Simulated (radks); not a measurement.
The numbers below are computed, except where a source is named.
Orbital eigenvalues (eV) of the rubidium ion Rb+, [Kr], at several levels of relativity; Dirac values are averaged over j with weights 2j + 1. Spin-unpolarised spherical Kohn-Sham, PBE, point nucleus unless stated (finite: rms radius 4.2036 fm), a radial shooting solver on a logarithmic mesh with Libxc functionals. A level marked "c x" has the speed of light scaled by that factor and shares open shells by 2j + 1; other Dirac levels either fill j = l - 1/2 first or share by 2j + 1.

| shell | non-rel. | scalar-rel. | scalar-rel., finite nucleus | Dirac, 2j+1 shares | change of magnitude, last against first (%) |
|---|---|---|---|---|---|
| 1s | -14749 | -15040 | -15039 | -15034 | +1.93 |
| 2s | -1948.2 | -2014.0 | -2014.0 | -2012.9 | +3.32 |
| 2p | -1769.4 | -1786.0 | -1786.0 | -1785.7 | +0.92 |
| 3s | -292.74 | -303.78 | -303.78 | -303.64 | +3.72 |
| 3p | -228.23 | -230.66 | -230.66 | -230.66 | +1.06 |
| 3d | -112.00 | -109.74 | -109.74 | -109.68 | -2.06 |
| 4s | -36.476 | -37.631 | -37.630 | -37.618 | +3.13 |
| 4p | -21.650 | -21.651 | -21.651 | -21.656 | +0.03 |
